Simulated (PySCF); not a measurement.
## Spinor energies of I²⁶⁺ (iodine, charge +26)

Start: [Ar] 3d9; 3d3/2 filled at m_j = -3/2, -1/2, +1/2, +3/2; 3d5/2 filled at m_j = -3/2, -1/2, +1/2, +3/2, +5/2. Calculated with PySCF 2.14 in an even-tempered Gaussian basis (17 s from 3.7 bohr⁻², ratio 2.8; 12 p from 4.8 bohr⁻², ratio 2.8; 8 d from 4.8 bohr⁻², ratio 2.8; 3 f from 21 bohr⁻², ratio 3): generalised Hartree-Fock with the X2C-1e Hamiltonian and a Gaussian nucleus; one run each with spin-orbit coupling (SO) switched off, then screened by Boettger's factors.

```json
{"spinor shell": "1s1/2", "electrons": "2", "ε, spin-free (eV)": "-34251.7", "ε, screened SO (eV)": "-34248.2", "weight of nominal j (screened SO)": "1.000", "rms radius, screened SO (bohr)": "0.0311"}
{"spinor shell": "2s1/2", "electrons": "2", "ε, spin-free (eV)": "-6141.5", "ε, screened SO (eV)": "-6140.3", "weight of nominal j (screened SO)": "1.000", "rms radius, screened SO (bohr)": "0.127"}
{"spinor shell": "2p1/2", "electrons": "2", "ε, spin-free (eV)": "-5600.6", "ε, screened SO (eV)": "-5810.8", "weight of nominal j (screened SO)": "1.000", "rms radius, screened SO (bohr)": "0.109"}
{"spinor shell": "2p3/2", "electrons": "4", "ε, spin-free (eV)": "-5600.6", "ε, screened SO (eV)": "-5505.5", "weight of nominal j (screened SO)": "1.000", "rms radius, screened SO (bohr)": "0.114"}
{"spinor shell": "3s1/2", "electrons": "2", "ε, spin-free (eV)": "-1922.9", "ε, screened SO (eV)": "-1922.6", "weight of nominal j (screened SO)": "1.000", "rms radius, screened SO (bohr)": "0.327"}
{"spinor shell": "3p1/2", "electrons": "2", "ε, spin-free (eV)": "-1742.9", "ε, screened SO (eV)": "-1787.9", "weight of nominal j (screened SO)": "0.998", "rms radius, screened SO (bohr)": "0.318"}
{"spinor shell": "3p3/2", "electrons": "4", "ε, spin-free (eV)": "-1742.9", "ε, screened SO (eV)": "-1722.3", "weight of nominal j (screened SO)": "0.999", "rms radius, screened SO (bohr)": "0.329"}
{"spinor shell": "3d3/2", "electrons": "4", "ε, spin-free (eV)": "-1486.3", "ε, screened SO (eV)": "-1494.7", "weight of nominal j (screened SO)": "0.978", "rms radius, screened SO (bohr)": "0.297"}
{"spinor shell": "3d5/2", "electrons": "5", "ε, spin-free (eV)": "-1486.3", "ε, screened SO (eV)": "-1480.3", "weight of nominal j (screened SO)": "0.983", "rms radius, screened SO (bohr)": "0.300"}
```

| quantity | spin-free | screened SO |
| --- | --- | --- |
| E (hartree) | -6762.76001 | -6765.04176 |
| M_J | 5/2 | 5/2 |
| ⟨J²⟩ | 8.750 | 8.750 |
| ⟨L²⟩ | 6.000 | 6.015 |
| ⟨S²⟩ | 0.750 | 0.764 |

Each row is a mean over spinors that exchange with the open shell spreads, by up to 18.331 eV (3p3/2).

Breit and QED terms are absent; they matter most for the inner s and p1/2 levels.

Densities and radii are taken from the X2C orbitals without a picture-change correction, which distorts them close to the nucleus.

Without spin-orbit coupling the j labels of p, d and f shells carry no meaning; the spin-free column gives the mean over the occupied spinors of each nl shell.
